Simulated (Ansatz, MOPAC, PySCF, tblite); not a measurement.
Breaking a bond: BH, singlet.

GFN2-xTB, 300 K electronic temperature (tblite); UKS-B3LYP/6-31G* = unrestricted B3LYP/6-31G*, spherical d run with PySCF 2.14.0; PM7, restricted, heats of formation (MOPAC); FCI = full CI/cc-pVDZ, frozen core (Ansatz, a quantum-chemistry and plane-wave program).

Energies relative to the lowest point of each curve near equilibrium, in eV; the last columns give the difference from FCI:

```csv
R / Å,GFN2-xTB,UKS-B3LYP/6-31G*,PM7,FCI,GFN2-xTB − FCI,UKS-B3LYP/6-31G* − FCI,PM7 − FCI
0.98,0.685,1.047,0.615,1.181,-0.496,-0.133,-0.566
1.05,0.217,0.488,0.261,0.573,-0.356,-0.085,-0.312
1.11,0.041,0.205,0.085,0.257,-0.216,-0.052,-0.172
1.18,0.000,0.040,0.000,0.061,-0.061,-0.021,-0.061
1.22,0.031,0.005,0.000,0.013,0.018,-0.008,-0.013
1.24,0.057,0.000,0.011,0.002,0.055,-0.002,0.009
1.26,0.089,0.003,0.029,0.000,0.089,0.003,0.029
1.31,0.191,0.038,0.100,0.025,0.167,0.013,0.076
1.39,0.401,0.157,0.280,0.134,0.267,0.024,0.146
1.43,0.520,0.238,0.393,0.211,0.308,0.026,0.182
1.56,0.948,0.562,0.836,0.529,0.419,0.033,0.307
1.65,1.269,0.817,1.184,0.779,0.490,0.037,0.405
1.87,2.070,1.466,2.074,1.401,0.669,0.065,0.673
2.08,2.795,2.065,2.883,1.936,0.859,0.128,0.946
2.20,3.177,2.384,3.304,2.202,0.975,0.182,1.102
2.51,4.022,2.961,4.227,2.739,1.283,0.222,1.488
2.72,4.472,3.187,4.720,2.985,1.487,0.202,1.735
3.03,4.965,3.392,5.284,3.213,1.752,0.179,2.071
3.37,5.312,3.517,5.727,3.338,1.974,0.178,2.389
3.73,—,3.584,6.059,3.396,—,0.187,2.663
4.38,—,3.623,6.447,3.428,—,0.195,3.019
4.98,—,3.630,6.678,3.434,—,0.196,3.244
```

GFN2-xTB is furthest from FCI at 3.37 (1.974 eV, above); its mean absolute difference over the points is 0.628 eV.

UKS-B3LYP/6-31G* is furthest from FCI at 2.51 (0.222 eV, above); its mean absolute difference over the points is 0.099 eV.

PM7 is furthest from FCI at 4.98 (3.244 eV, above); its mean absolute difference over the points is 0.982 eV.

Dashes: no converged value, or the column stops at the first point that the program doubted or that broke a chosen test of continuity, which isn't proof of a fault.

The unrestricted determinant behind UKS-B3LYP/6-31G* is spin-contaminated at 0.98 to 1.31, 2.20 to 4.98 Å (<S²> up to 1.0, against 0.00 for a pure singlet). The restricted form behind PM7 keeps the bonding electrons paired and can't separate into open-shell fragments.
